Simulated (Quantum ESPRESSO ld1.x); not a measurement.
The numbers below are computed, except where a source is named.
One sound ld1.x (Quantum ESPRESSO 7.5) input for the indium ion In3+ gives E = -5874.4835 hartree in 18 iterations:

```
 &input
    zed=49.0,
    iswitch=1,
    rel=1,
    lsd=1,
    dft='SLA-VWN',
    config='[Kr] 4d10',
    verbosity='high',
    prefix='ld1',
    max_out_wfc=37,
    file_charge='ld1.rho',
 /
```

Changed or added lines, one case at a time, and what came of them:

- beta=1.5: harmless. The Broyden-type mixing copes: 18 iterations against 18, same energy.
- iswitch=0: refused. The program stops in ld1_readin with "wrong iswitch": iswitch takes 1 to 4.
- rmax=1.0: not converged. The mesh cuts the orbital tails; the cycle ends with warnings and the numbers are not to be used.
- dft='PW91': silently wrong. The run ends normally, but in this build (ld1.x 7.5) Etot and Exc of a spin-polarised run lack the gradient corrections of exchange and correlation and come out near their LSDA values (nitrogen, PBE: -54.132 hartree against -54.536 from two other codes). The eigenvalues and orbitals are those of the GGA; the energies must not be used.
- lsd=2: refused. The program stops in ld1_readin with "lsd not correct": lsd takes 0 or 1.
- dft='GGA': refused. The program stops in set_dft_from_name with "GGA: unrecognized dft": the name is not a functional that the program knows.
- noscf=.true.: refused. The program stops in ld1_readin with "hydrogenic levels available only with lsd=0": noscf gives hydrogenic levels and needs lsd = 0.
